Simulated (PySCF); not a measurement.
**Dipole moment and polarisability of 2-hydroxypyridine**

Species: 2-hydroxypyridine, C₅H₅NO.
Geometry (GFN2-xTB, Å), atoms numbered from 1 in this order:
```
atom  x, y, z in Å
O1     2.4904    0.1840   -0.2330
C2     1.1604    0.0487   -0.0957
C3     0.3165    1.1022   -0.4550
C4    -1.0410    0.9197   -0.2961
C5    -1.5114   -0.2884    0.2077
C6    -0.5881   -1.2639    0.5304
N7     0.7194   -1.1034    0.3840
H8     2.9055   -0.6384    0.0638
H9     0.7378    2.0157   -0.8405
H10   -1.7298    1.7086   -0.5609
H11   -2.5667   -0.4615    0.3435
H12   -0.8916   -2.2242    0.9259
```

Level: CAM-B3LYP/def2-SVPD (PySCF), static field, nuclei fixed, core orbitals frozen in the response. The polarisability tensor in these axes (au):

```
x    84.95   0.46  -3.01
y     0.46  69.89 -11.48
z    -3.01 -11.48  45.37
```

**Question.** What are the eigenvalues, a third of the trace, and Δα (Δα² = ½Σ(αi − αj)² over the three pairs)?

**Answer.** Principal values 40.68, 74.21 and 85.32 au; mean 66.74 au = 9.89 Å³ = 11.00 × 10⁻⁴⁰ C²·m²/J; Δα = 40.25 au (60 % of the mean).

**Question.** What is the dipole moment, and where does it point?

**Answer.** (-1.33, 0.33, -0.04) D, 1.37 D in size, pointing from the negative to the positive side. Measured along this direction, the outermost atoms are H8 at the negative end and H11 at the positive end.

**Question.** What are the principal values of the traceless quadrupole moment, Θ = ½Σq(3rr − r²1), about the centre of nuclear charge?

**Answer.** -5.58, -0.54, 6.12 D·Å. The values depend on the origin, since the dipole doesn't vanish. The electronic extent ⟨r²⟩ about the same centre is 627 bohr², a root-mean-square distance of 1.87 Å for the 50 electrons.

**Question.** What molar refraction does this α imply?

**Answer.** Lorentz–Lorenz: R = (4π/3)N_A α = 2.5225 cm³/(mol·Å³) × 9.89 Å³ = 24.9 cm³/mol, in the limit of long wavelengths.

**Question.** Find the Langevin capture rate constant for H3+ (3.023 u) meeting this molecule (95.037 u), k = 2.342 × 10⁻⁹ cm³/s × √(α in Å³ / reduced mass in u).

**Answer.** The reduced mass is 2.93 u, so k = 4.30 × 10⁻⁹ cm³/s. The formula leaves out the permanent dipole, which adds to the capture rate.

The structure is a single GFN2-xTB conformer in the gas phase; no vibrational or solvent corrections.
